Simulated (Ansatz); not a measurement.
Ansatz results at the PBE0-D4/def2-TZVP geometry: HOMO energy (ωB97M-V/def2-TZVPP) -9.44 eV; size of the dipole moment (PBE/def2-TZVPP) 2.29 D; HOMO–LUMO gap (B3LYP/def2-TZVPP) 5.35 eV.

Each molecule was computed in one conformer, which needn't be the lowest.

**Question.** Which molecule gave them?
A. `C[S][GeH]`
B. `[SiH3][N]([SiH3])[GeH]`
C. `CC(C)[O][Ge][OH]`
D. `CC(C)[O][Ge][F]`

**Answer.** C. The others give `[SiH3][N]([SiH3])[GeH]`: -9.05, 0.21, 4.17; `C[S][GeH]`: -8.85, 1.54, 4.08; `CC(C)[O][Ge][F]`: -10.22, 1.00, 5.68.

B3LYP here is the variant with VWN-RPA as its local correlation; programs differ in this.
